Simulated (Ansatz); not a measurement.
Two isomers of C2H6BClSi: A = `[SiH3]C1CB1Cl`, B = `B/C([SiH3])=C\Cl`.

Isolated molecules relaxed with PBE0-D4/def2-TZVP in Ansatz; ΔE leaves out vibrations. CCSD(T)/CBS adds triple-zeta CCSD(T) − MP2 to the extrapolated MP2 energy (def2 sets, frozen cores). DFT in def2-TZVPP. B3LYP here is the variant with VWN-RPA as its local correlation; programs differ in this.

Task: Which isomer does CCSD(T)/CBS put lower? Give the gap. (Best estimate.)

Result: The calculation gave: A, by 25.4 kcal/mol.

Task: Give E(B) − E(A) in kcal/mol with B2PLYP, PBE-D4, ωB97M-V, CCSD/def2-TZVPP, B3LYP, HF/def2-TZVPP, r2SCAN-D4. (Best estimate.)

Result: The calculation gave: B2PLYP 24.5, PBE-D4 27.2, ωB97M-V 27.8, CCSD/def2-TZVPP 25.8, B3LYP 23.9, HF/def2-TZVPP 22.0, r2SCAN-D4 28.1. None reverses the order clearly.

Largest T1 diagnostic: 0.012.

From PBE to PBE0 (25 % exact exchange), in def2-TZVPP and without D4, E(B) − E(A) moves by +2.0 kcal/mol. In def2-TZVPP, CCSD(T) changes the Hartree–Fock value by +3.1 kcal/mol (the triples alone add −0.7 kcal/mol) and MP2 by +5.2 kcal/mol.
